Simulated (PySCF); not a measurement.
Sn(Cl)(NH2)3 (ClH6N3Sn), SMILES [NH2][Sn]([NH2])([NH2])[Cl].

Geometry: B3LYP-D3(BJ)/def2-SVP. The def2 effective core potentials stand for the cores of Sn; spin–orbit coupling is left out. The values are those of a single conformer.

Vertical ionisation energy (IE) and electron affinity (EA) in eV. Rows of orbital energies are one-electron estimates. Where ΔSCF, EOM or ADC give a negative EA the extra electron is unbound and the value depends on the basis.

```
level                                          IE    EA
-------------------------------------------  ----  ----
−ε(HOMO), −ε(LUMO), B3LYP/def2-TZVP (PySCF)  7.54  1.53
−ε(HOMO), −ε(LUMO), PBE/def2-TZVP (PySCF)    6.36  2.12
```
